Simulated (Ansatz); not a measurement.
Ideal-gas functions of BrClH₂O₂Zr (`[OH][Zr]([OH])([Cl])[Br]`) at 500 K and 1 bar, from an Ansatz frequency run at PBE0-D4/def2-TZVP.

Molar mass 240.6 g/mol, point group Cs (symmetry number 1), electronic degeneracy 1, moments of inertia 260.639, 557.919, 643.129 u Å². Harmonic wavenumbers (cm⁻¹, unscaled): 82, 113, 136, 136, 154, 172, 243, 266, 287, 308, 401, 740, 748, 3991, 3994.

Use S(trans) = R[1.5 ln M + 2.5 ln T − 1.1517]; rotational temperatures θ = 24.2544 K / I; S(rot) = R[ln(√π/σ · √(T³/θAθBθC)) + 1.5]; for each mode x = 1.438777 ν̃/T, S = R[x/(eˣ − 1) − ln(1 − e⁻ˣ)] and H = RT x/(eˣ − 1); 1 cm⁻¹ = 0.0119627 kJ/mol; R = 8.31446 J/(mol·K).

By hand: the entropy, in J/(mol·K).

Translation 188.0. Rotation: θ = 0.0931, 0.0435, 0.0377 K, giving 131.3. Vibration, mode by mode: 20.34, 17.69, 16.17, 16.17, 15.15, 14.25, 11.46, 10.74, 10.14, 9.59, 7.57, 3.44, 3.38, 0.00, 0.00, in all 156.1. Electronic 0.0. Sum 475.4 J/(mol·K).

By hand: H − E and G − E in kJ/mol, counted from the electronic energy.

Zero-point energy ½ × 11771 × 0.0119627 = 70.4; thermal vibration 36.0; translation, rotation and pV give 4 RT = 16.6. H − E = 123.0 kJ/mol, and G − E = 123.0 − 500 × 475.4/1000 = -114.7 kJ/mol.

Vibration gives 33 % of the entropy, 70.4 J/(mol·K) of it from the modes under 150 cm⁻¹: soft modes count most, and the harmonic formula is weakest for them. The sum counts one conformer and one mirror image; others add a mixing term.
